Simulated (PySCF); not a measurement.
**Excitation energy of Re by level of theory**

Re [Xe] 4f14 5d5 6s2 (6S) → Re [Xe] 4f14 5d7 (4F), as a difference of total energies. All numbers are calculated (PySCF 2.14, scalar relativity through the core potential, in aug-cc-pVTZ-PP with ECP60MDF (6s6p5d3f2g, 88 functions)). Correlated levels: valence: 5s2 5p6 frozen. The calculations carry no spin-orbit coupling.

| method | excitation energy (eV) |
| --- | --- |
| UHF | 5.918 |
| LDA | 4.666 |
| PBE | 4.419 |
| PBE0 | 4.585 |
| r2SCAN | 4.940 |
| wB97X-V | 4.429 |
| revPBE | 4.338 |
| BLYP | 4.299 |
| TPSS | 4.398 |
| MP2 (valence) | 4.961 |
| SCS-MP2 (valence) | 4.450 |

Task: How much does correlation contribute at MP2 (valence)?

Result: 4.961 − (5.918) = -0.957 eV, measured against UHF.
